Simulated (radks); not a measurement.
Ionisation of the iron ion Fe3+, [Ar] 3d5, to [Ar] 3d4 as the strength of local exchange is varied. Method: scalar-relativistic Kohn-Sham, Slater X-alpha exchange (alpha = 2/3 is LDA exchange), no correlation, spin-polarised, spherical densities, finite nucleus; open shells are filled with parallel spins first; Fermi nuclear charge, rms radius 3.7377 fm; computed with a radial shooting solver on a logarithmic mesh with Libxc functionals.

\begin{tabular}{lrrrrr}
alpha & E(Fe3+) (hartree) & exchange (hartree) & IE (eV) & -e of the level emptied (eV) & <r> of it (bohr) \\ \hline
0.557 & -1257.92133 & -41.88246 & 50.498 & 40.950 (3d) & 1.009 \\
0.634 & -1263.72774 & -47.88352 & 52.813 & 43.092 (3d) & 0.9901 \\
0.645 & -1264.55932 & -48.74496 & 53.149 & 43.404 (3d) & 0.9875 \\
0.667 & -1266.22405 & -50.47095 & 53.825 & 44.032 (3d) & 0.9822 \\
0.782 & -1274.96008 & -59.56041 & 57.444 & 47.406 (3d) & 0.9560 \\
0.799 & -1276.25632 & -60.91363 & 57.991 & 47.918 (3d) & 0.9523 \\
\end{tabular}

NIST Atomic Spectra Database: 54.91 eV (measured). The Delta-SCF value meets it near alpha = 0.70. Open shells are spherical and high-spin; term and fine-structure splittings are not resolved.
